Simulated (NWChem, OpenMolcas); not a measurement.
# BBrCl2 (bromodichloroborane): the vertical energy of the triplet above the singlet, rung by rung

BBrCl2: 4 atoms, total charge 0, spin state singlet. SMILES: `ClB(Cl)Br`. Geometry: relaxed at PBE0-D4/def2-TZVP.

Quantity: the vertical energy of the triplet above the singlet, in eV. The values are calculated.

| level | kind | program | value (eV) | less CCSD(T)/cc-pVDZ | CPU time (all runs) |
| --- | --- | --- | --- | --- | --- |
| BLYP/cc-pVDZ | GGA | OpenMolcas | 4.87 | -1.01 | 53 s |
| TPSS/cc-pVDZ | meta-GGA | OpenMolcas | 4.92 | -0.96 | 84 s |
| r2SCAN/cc-pVDZ | meta-GGA | OpenMolcas | 5.01 | -0.87 | 80 s |
| BHLYP/cc-pVDZ | global hybrid | NWChem | 5.62 | -0.26 | 3.8 min |
| B3LYP/cc-pVDZ | global hybrid | NWChem | 5.19 | -0.69 | 3.6 min |
| wB97X/cc-pVDZ | range-separated hybrid | NWChem | 5.67 | -0.21 | 5 min |
| MP2/cc-pVDZ | perturbation theory | NWChem | 6.18 | +0.30 | 8.2 min |
| CCSD(T)/cc-pVDZ | coupled cluster or CI | NWChem | 5.88 | 0.00 | 12 min |

CCSD(T)/cc-pVDZ is the highest level here, not the true value. All-electron rows without a relativistic Hamiltonian named are non-relativistic. Spin-orbit coupling, which can split open shells on such heavy atoms by tenths of an eV, is left out. The values span 4.87 to 6.18 eV. A triplet this far above the singlet is often a Rydberg-like or dissociative state; sets without diffuse functions put Rydberg states too high. In the correlated wave-function rows the outer d shell of Br is correlated, in sets not made for it. Times are those of the runs behind each value, whatever else they computed, on shared processors of several kinds: orders of magnitude only.
